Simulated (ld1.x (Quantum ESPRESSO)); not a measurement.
## Ta: excitation energies, all-electron against TM semilocal

tantalum (Ta), norm-conserving Troullier–Martins (semilocal form), made with ld1.x (Quantum ESPRESSO) 7.5 (PBE, scalar-relativistic). Core [Xe] 4f14, reference 5d3 6s0.5 6p0 (charge +1.5). Waves: 6s (bound): rc 2.15 bohr; 5d (bound): rc 2.85 bohr; 6p (bound, empty): rc 2.75 bohr. Local part: the p channel. Core correction: Bessel-smoothed model core inside 1.65 bohr.

Energies are relative to the spin-unpolarised reference configuration 5d3 6s0.5 6p0; without spin polarisation the order of configurations can differ from experiment.

```tsv
valence configuration	charge	ΔE all-electron (eV)	error AE − PS (meV)
5d3 6s2 6p0	0	-15.102	-2.9
5d3 6s1 6p0	+1	-6.635	+0.3
5d3 6s0 6p0	+2	8.337	-6.7
5d2 6s0 6p0	+3	31.941	-163
5d2 6s2 6p1	0	-12.116	-74
5d3.5 6s1.5 6p0	0	-14.113	-7.3
```

Question: What are ΔE and the potential's error for 5d4 6s1 6p0?

Answer: ΔE = -13.008 eV all-electron; the error (AE − PS) is -27 meV.

Levels in the configuration 5d2 6s2 6p1:

```json
{"level": "5d", "all-electron (eV)": "-6.159", "pseudo (eV)": "-6.293"}
{"level": "6s", "all-electron (eV)": "-7.015", "pseudo (eV)": "-7.021"}
{"level": "6p", "all-electron (eV)": "-2.347", "pseudo (eV)": "-2.324"}
```
